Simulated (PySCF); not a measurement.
C₅H₁₆N₂Si₂.
Structure used (PBE0-D3(BJ)/def2-SVP), in Å, numbered top down from 1:
```xyz
25
C5H16N2Si2 angstrom
C     -1.821   -1.757    1.140
C     -1.773   -0.275    0.786
C     -2.444    0.059   -0.562
Si    -1.885    1.791   -1.067
N     -0.303    1.777   -0.329
Si    -0.014    0.457    0.768
N      1.259   -0.580    0.205
C      2.141   -1.290    1.092
C      1.333   -0.995   -1.171
H     -1.267   -2.359    0.400
H     -2.856   -2.137    1.167
H     -1.369   -1.958    2.125
H     -2.299    0.294    1.577
H     -2.092   -0.643   -1.340
H     -3.541   -0.051   -0.519
H     -2.785    2.864   -0.528
H     -1.818    1.990   -2.551
H      0.394    2.493   -0.504
H      0.419    0.853    2.145
H      3.197   -1.195    0.771
H      1.915   -2.374    1.144
H      2.068   -0.887    2.113
H      1.018   -2.048   -1.321
H      0.692   -0.356   -1.797
H      2.365   -0.907   -1.562
```

Method used: TDDFT PBE0/def2-SVPD, vertical, gas phase, core orbitals frozen in the response (PySCF 2.14.0, density-fitted response routines).

Broadening: Gaussians 0.5 eV wide at half height, area fixed by f = 4.319×10⁻⁹ ∫ε dν̃. The width is an assumption, not a result. The curve ends short of the highest state used, and states not computed would add to its high-energy end.

| λ (nm) | ε (L mol⁻¹ cm⁻¹) |
| --- | --- |
| 193.8 | 2761 |
| 195.3 | 2476 |
| 196.8 | 2163 |
| 198.3 | 1857 |
| 199.8 | 1587 |
| 201.3 | 1373 |
| 202.8 | 1227 |
| 204.2 | 1156 |
| 205.7 | 1148 |
| 207.2 | 1203 |
| 208.7 | 1307 |
| 210.2 | 1443 |
| 211.7 | 1590 |
| 213.2 | 1728 |
| 214.7 | 1838 |
| 216.2 | 1905 |
| 217.7 | 1921 |
| 219.2 | 1883 |
| 220.7 | 1794 |
| 222.2 | 1663 |
| 223.7 | 1501 |
| 225.2 | 1320 |
| 226.7 | 1133 |
| 228.2 | 949 |
| 229.7 | 778 |
| 231.1 | 634 |
| 232.6 | 499 |
| 234.1 | 385 |
| 235.6 | 291 |
| 237.1 | 217 |
| 238.6 | 159 |
| 240.1 | 114 |
| 241.6 | 81 |
| 243.1 | 56 |
| 244.6 | 39 |
| 246.1 | 26 |
| 247.6 | 18 |
| 249.1 | 12 |
| 250.6 | 8 |
| 252.1 | 5 |
| 253.6 | 3 |
| 255.1 | 2 |
| 256.6 | 1 |
| 258.0 | 1 |

Q: Where are the band maxima, and which computed states make them?

A: 217 nm (5.70 eV), ε about 1900, made up of S1 (13%) and S2 (86%) (ε in L mol⁻¹ cm⁻¹; maxima over ε = 5, shares over 10%). At its high-energy end, 6.40 eV, the curve is still rising (ε about 2800, from S5 and S6). The states used: S1 5.55 eV (f 0.0057); S2 5.71 eV (f 0.031); S3 6.18 eV (f 0.0083); S4 6.43 eV (f 0.0024); S5 6.48 eV (f 0.016); S6 6.52 eV (f 0.030); S7 6.68 eV (f 0.0027); S8 6.86 eV (f 0.014); S9 6.90 eV (f 0.0045); S10 7.00 eV (f 0.0072).

Q: On this curve, what absorbance would a 10⁻⁵ mol/L sample give at 248 nm over a 1 cm path?

A: 248 nm is 4.999 eV, where ε is about 16 L mol⁻¹ cm⁻¹, so A = ε c l ≈ 0.00016 (Beer–Lambert, with the gas-phase spectrum and the assumed width).

Q: Coming from long wavelengths, where does ε first pass 100 L mol⁻¹ cm⁻¹?

A: At about 241 nm (5.15 eV), 0.40 eV below S1.

Q: What would ε be at 5.70 eV, the highest of these maxima, with half the width (0.25 eV)?

A: About 3510 L mol⁻¹ cm⁻¹ against 1920, a factor of about 1.8; a lone state at its own centre would give exactly 2.

The vertical ionisation energy (ΔSCF) is 7.82 eV, 0.83 eV above S10.

One conformer stands for the species.

Without π bonds the low states are Rydberg-like; a valence basis with one diffuse set may place them up to an eV too high.
